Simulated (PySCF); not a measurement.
Molecule: C3H8FSi, charge -1, multiplicity 1. It need not be the lowest isomer of its formula. Whether it binds its extra electron was not tested at this geometry. 
Structure (B3LYP-D3(BJ)/def2-TZVP (Ansatz) minimum search):
```
Si
F 1 1.6839
C 1 1.7468 2 121.74
H 3 1.0889 1 121.13 2 -77.54
H 3 1.0889 4 113.40 1 -156.86
C 1 1.9049 2 98.89 3 124.87
H 6 1.0929 1 111.00 2 159.96
H 6 1.0946 7 107.50 1 -120.27
H 6 1.0949 7 108.56 8 -116.27
C 1 1.9049 2 98.89 6 110.26
H 10 1.0929 1 111.00 2 -159.96
H 10 1.0946 11 107.50 1 120.27
H 10 1.0949 11 108.56 12 116.27
```
Charge -1, spin multiplicity 1.

Dispersion corrections to the total energy (kcal/mol) from the dftd3 and dftd4 libraries through PySCF: D3(BJ) without and D4 with the three-body term, each with the damping fitted for the functional named.

```json
[
 {"functional": "B3LYP", "D3(BJ)": "-10.68", "D4": "-11.10"},
 {"functional": "revPBE", "D3(BJ)": "…", "D4": "-21.32"},
 {"functional": "CAM-B3LYP", "D3(BJ)": "-4.91", "D4": "-5.95"},
 {"functional": "HSE06", "D3(BJ)": "-4.14", "D4": "-5.48"},
 {"functional": "PW6B95", "D3(BJ)": "-3.20", "D4": "…"},
 {"functional": "HF", "D3(BJ)": "-46.38", "D4": "-24.13"},
 {"functional": "LC-wPBE", "D3(BJ)": "…", "D4": "-7.71"}
]
```

What belongs in the gaps?


- revPBE, D3(BJ): -15.11
- PW6B95, D4: -6.00
- LC-wPBE, D3(BJ): -5.87
